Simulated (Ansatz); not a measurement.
Z-matrix (Å, degrees):
```
C
Se 1 1.967
H 1 1.087 2 108.0
H 1 1.089 2 111.1 3 120.3
H 1 1.087 2 108.1 3 -119.3
Al 2 2.290 1 96.1 3 -120.9
F 6 1.647 2 118.6 1 180.0
H 6 1.575 2 121.7 1 -0.0
```

The species carries charge 0 and has multiplicity 1.

List the PBE/def2-TZVPP orbital energies in eV (Ansatz 0.2.0). (Best estimate.)

The calculation gave: Occupied: -12302.23, -1562.21, -1507.29, -1403.00, -1402.95, -1402.92, -659.09, -269.94, -205.19, -150.54, -150.39, -150.30, -107.54, -69.62, -69.46, -69.41, -53.62, -53.59, -53.52, -53.41, -53.40, -28.41, -18.89, -15.70, -11.28, -10.72, -10.66, -9.64, -9.57, -8.94, -8.59, -7.05, -6.00. Lowest empty: -1.67, -1.17, -0.99, 0.36, 1.28, 1.92, 1.94, 2.51.
